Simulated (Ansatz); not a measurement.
CH5GaS, closed shell: at the start structure of a reaction step.

Input (in.yaml):

```yaml
crystal:
  periodic: [false, false, false]
  atoms:
    - {symbol: Ga, position_ang: [-0.840963, 0.160089, 0.441145]}
    - {symbol: C, position_ang: [1.107331, 0.258615, 0.250163]}
    - {symbol: S, position_ang: [-2.048348, -0.844454, -1.110198]}
    - {symbol: H, position_ang: [-1.000270, -1.171034, -1.883984]}
    - {symbol: H, position_ang: [-1.688143, 0.738008, 1.622040]}
    - {symbol: H, position_ang: [1.589720, -0.219403, 1.106388]}
    - {symbol: H, position_ang: [1.427202, 1.303553, 0.237475]}
    - {symbol: H, position_ang: [1.453572, -0.225375, -0.663129]}
basis:
  gaussian: {orbitals: def2-TZVPP}
hamiltonian: {xc: pbe}
correlation: {method: rpa}
```

Launched with

```bash
ansatz run in.yaml --threads 4 --pin off --events-out ev --progress --plain --max-ram 9574MiB
```

Output of Ansatz 0.2.0:

```
Functional definition: PBE
  name "PBE"
  cite "Perdew, Burke & Ernzerhof, Phys. Rev. Lett. 77, 3865 (1996) doi:10.1103/PhysRevLett.77.3865"
  parent pbe
  parameter kappa = 0.804
  parameter beta = 0.06672455060314922
  exchange = pbe_x(kappa = kappa, mu = beta*pi^2/3)
  correlation = pbe_c(beta = beta)
1118 factors; integrals over basis functions are off by at most 1.2e-3 eV
mean field evaluation 1: about -64308.3909 eV, gradient 7.5e1 eV
mean field evaluation 2: about -64308.3854 eV, gradient 7.5e1 eV
mean field evaluation 4: about -64319.0332 eV, gradient 1.3e1 eV
mean field evaluation 8: about -64319.4785 eV, gradient 4.5e-1 eV
mean field evaluation 16: about -64319.4787 eV, gradient 3.5e-4 eV
mean field -64319.47866890 eV, -2363.6972437737 hartree, gradient 7.1e-6 eV, S^2 0.000000; 0 other end points of the search recorded, 0 dependent functions left out
15 core orbitals not correlated: weight in the atoms' cores, before any rotation towards them, 1.000 or more for the frozen orbitals, at most 0.000 for the correlated occupied ones
reference -64261.65184809 eV, -2361.5721473051 hartree; 14, 14 occupied and 162, 162 virtual orbitals, 1118 factors
Total energy: -64288.45290960 eV, -2362.5570681494 hartree
```

The lines “mean field evaluation” count trial sets of orbitals through the whole run, from several starts and some on an approximate energy, so they need not fall steadily or lie above the final value.

Hardware: 4 CPU threads of an Intel Xeon, shared host. Wall time about 14 s.
